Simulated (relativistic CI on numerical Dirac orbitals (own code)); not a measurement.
How well does a small relativistic CI reproduce Al3+?

Calculated at this level of theory: Dirac-Coulomb-Breit CI, separate exchange-only KLI orbitals for each configuration, a model potential for QED, valence Slater integrals scaled by 0.85, P86 correlation energy added to each configuration (own radial code, finite nucleus).

Configuration list (outside the closed core 1s2): 2s2 2p6, 2s2 2p5 3s, 2s2 2p5 3p, 2s2 2p5 3d, 2s2 2p5 4s, 2s2 2p5 4p, 2s2 2p5 4d, 2s2 2p5 4f, 2s2 2p4 3s2, 2s 2p6 3s, 2s2 2p4 3s 3p, 2s 2p6 3p, 2s2 2p4 3p2, 2s2 2p4 3s 3d, 2s 2p6 3d, 2s2 2p4 3p 3d. Levels of other configurations are missing.

| Configuration | Term (tabulated) | J | Measured (cm⁻¹) | Computed | Error | Purity (%) |
| --- | --- | --- | --- | --- | --- | --- |
| 2s2 2p6 | 1S | 0 | 0.0 | 0 | 0 | 100 |
| 2s2 2p5 3s | 3P° | 1 | 618473.9 | 616659 | -1815 | 91 |
| 2s2 2p5 3s | 1P° | 1 | 624717.5 | 622402 | -2316 | 91 |
| 2s2 2p5 3p | 3S | 1 | 671632.5 | 671727 | 94 | 98 |
| 2s2 2p5 3p | 1S | 0 | 714096.9 | 714770 | 674 | 95 |
| 2s2 2p5 3d | 3P° | 0 | 759193.4 | 757133 | -2060 | 100 |
| 2s2 2p5 3d | 3P° | 1 | 759596.8 | 757526 | -2070 | 98 |
| 2s2 2p5 3d | 3P° | 2 | 760472.3 | 758367 | -2105 | 93 |
| 2s2 2p5 3d | 3F° | 4 | 761688.4 | 759475 | -2214 | 100 |
| 2s2 2p5 3d | 3F° | 3 | 762272.5 | 760079 | -2194 | 74 |
| 2s2 2p5 3d | 3F° | 2 | 763613.6 | 761299 | -2314 | 74 |
| 2s2 2p5 3d | 3D° | 1 | 766880.8 | 764307 | -2573 | 89 |
| 2s2 2p5 3d | 3D° | 3 | 767345.5 | 764777 | -2569 | 63 |
| 2s2 2p5 3d | 3D° | 2 | 767750.6 | 765097 | -2653 | 60 |
| 2s2 2p5 3d | 1P° | 1 | 770836.9 | 769135 | -1702 | 89 |

Measured levels from NIST levels in Kelleher and Podobedova, J. Phys. Chem. Ref. Data 37, 709 (2008); Martin and Zalubas, J. Phys. Chem. Ref. Data 8, 817 (1979); pairs were made by configuration, J and term (by order where the table uses no LS term), so strongly mixed levels may be paired wrongly.

Mean error by configuration (cm⁻¹): 2s2 2p5 3s -2065; 2s2 2p5 3p 384; 2s2 2p5 3d -2245. Over the excited levels the mean absolute error is 1954 cm⁻¹ (14 of the 16 excited levels that our extract of the source holds in range could be paired, and the others can miss by more), and the median relative error of those above 1,000 cm⁻¹ is 0.29 %.
